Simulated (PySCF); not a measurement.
B(H)(OH)(iPr) (C3H9BO), SMILES B(C(C)C)O. Atoms are numbered in the order given.

```xyz
14

B     -0.5494     0.9412     0.4995
H     -1.5143     1.1343     1.2060
O      0.3454     1.9550     0.4528
H      1.1053     1.7648    -0.1154
C     -0.3854    -0.4140    -0.3052
C     -0.5735    -1.6268     0.6244
C      0.9111    -0.5172    -1.1190
H     -1.2407    -0.4150    -1.0134
H     -0.5734    -2.5736     0.0584
H      0.2410    -1.6911     1.3664
H     -1.5216    -1.5671     1.1815
H      1.0231     0.3180    -1.8326
H      0.9522    -1.4470    -1.7101
H      1.7994    -0.5208    -0.4619
```

Geometry: B3LYP-D3(BJ)/def2-SVP. This is a generated structure with no PubChem entry under its InChIKey; it may be hypothetical. Other conformers were not sampled.

Computed with PySCF with PBE0/pcSseg-1.

GIAO shieldings, no solvent; atoms listed in one row are averaged. δ = σ(ref) − σ: ¹¹B against BF3 (σ = 88.8 ppm); ¹H against TMS (σ = 31.56 ppm); ¹⁷O against H2O (σ = 334.2 ppm); ¹³C against TMS (σ = 186.3 ppm), references at their B3LYP-D3(BJ)/def2-TZVP geometries, non-relativistic.

Computed chemical shifts:
```csv
nucleus,atoms,count,δ (ppm)
¹¹B,B1,1,38.1
¹H,H4,1,6.03
¹H,H2,1,5.49
¹H,"H9, H10, H11",3,1.35
¹H,"H12, H13, H14",3,1.15
¹H,H8,1,1.12
¹⁷O,O3,1,189.2
¹³C,C5,1,24.9
¹³C,C6,1,19.8
¹³C,C7,1,16.8
```
